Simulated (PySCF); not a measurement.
B(F)2(SH) (BF₂HS), SMILES FB(F)S. Geometry: ωB97X-D3(BJ)/def2-SVP. The values are those of a single conformer.

### Question
Give the equilibrium geometry at ωB97X-D3(BJ)/def2-SVP (PySCF confirms it by a frequency run) as bond lengths and angles, and its point group. (Estimate from the structure and the level; the computed values follow.)

### Answer
One answer among several that fit: point group Cs.
Atoms: B1 F2 F3 S4 H5. Bond lengths (Å): B1–F2 1.322, B1–F3 1.325, B1–S4 1.804, S4–H5 1.346. Bond angles (°): F2–B1–F3 118.3, F2–B1–S4 119.6, F3–B1–S4 122.1, B1–S4–H5 94.8.
